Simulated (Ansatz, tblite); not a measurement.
Forces on GeHCl₃ at its PBE0-D4/def2-SVP geometry. Total charge 0; singlet.

The xTB rows come from tblite.

GFN1-xTB (tblite), largest force 1.06 eV/Å:

```xyz
5
positions Å, forces eV/Å
Ge   -0.127   -0.071    0.005   -0.763   -0.434    0.028
H    -1.453   -0.824    0.053    0.915    0.524   -0.033
Cl    1.218   -0.827    1.483   -0.168    0.164   -0.252
Cl   -0.429    2.012    0.372    0.112   -0.327   -0.065
Cl    0.790   -0.291   -1.912   -0.096    0.073    0.322
```

GFN2-xTB (tblite), largest force 0.36 eV/Å:

```
Ge 0.310 0.174 -0.012
H 0.034 0.023 -0.001
Cl -0.212 0.095 -0.206
Cl 0.020 -0.311 -0.051
Cl -0.152 0.020 0.271
```

PBE-D4/def2-TZVP (Ansatz), largest force 0.20 eV/Å:

```
Ge 0.025 0.014 -0.001
H -0.171 -0.092 0.007
Cl 0.117 -0.081 0.147
Cl -0.045 0.188 0.036
Cl 0.074 -0.029 -0.189
```
